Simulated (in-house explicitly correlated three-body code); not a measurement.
Computed with an exponentially correlated three-body code. Model: two electrons around a point charge, non-relativistic, variational in 260 exponentially correlated functions (energies converged to about 1e-7 hartree, or 1e-8 relative for large Z).

Command:
```bash
python run_hyl.py task.json out
```
Settings (lengths in bohr, energies in hartree):
```
Z                      7
screening              4.2
interaction_strength   1
functions              260
states_tried           1
```

Run time, properties included: 19 s on 1 thread of Arm Neoverse N1 (shared host).

**Ground state only, binding against the one-electron ion.**

Given: nuclear charge 7; Yukawa screening of all interactions 4.2 1/bohr.

Computed: one-electron threshold -5.20065947 hartree.

| term | energy (hartree) | binding (eV) |
| --- | --- | --- |
| 1 1S | -9.22844818 | 109.6 |

**Converged states only, values per electron or pair (inverse distances are <exp(-kr)/r>).**

```
term  mean r (bohr)  mean r squared (bohr²)  mean inverse r (1/bohr)  mean r12 (bohr)  mean inverse r12 (1/bohr)  mean cosine  mean p1 dot p2 (bohr⁻²)  delta r1 (bohr⁻³)  delta r12 (bohr⁻³)
1 1S        0.30281                 0.13186                   2.8444          0.45271                     1.0766    -0.013723                  0.37584               64.9              5.2798
```

**Static dipole response.**

```json
{"state": "1 1S", "polarisability (bohr³)": "0.019996"}
```
